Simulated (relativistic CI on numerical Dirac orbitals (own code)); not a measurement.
# The spin-orbit constant of Ca VII from its measured fine structure

Problem. The ground term 3P of Ca VII (3s2.3p2) has the measured levels J = 0: 0.0, J = 1: 1624.9, J = 2: 4071.4 cm⁻¹ (Sugar and Corliss, J. Phys. Chem. Ref. Data 8, 865 (1979)). Test the interval rule and estimate ζ(3p).

Working.
1. In LS coupling E(J) − E(J − 1) = AJ. The intervals give A = 1624.9 (J = 1), 1223.2 (J = 2) cm⁻¹.
2. These values spread by 30 % of their mean, from second-order spin-orbit mixing with other terms and from spin-spin terms.
3. The whole width divided by the sum of the upper J values gives a mean A = 1357.1 cm⁻¹.
4. For the Hund term of a shell that is less than half full, A = +ζ/2S with 2S = 2, so ζ = 2714 cm⁻¹.

Check. The value calculated from Dirac-Coulomb-Breit radial functions of this configuration is ζ = 2694 cm⁻¹, 1 % below the estimate from measurement. The same recipe applied to the calculated levels returns 2695 cm⁻¹, which shows the bias of the recipe itself. Where the interval rule fails, the estimate is only rough.
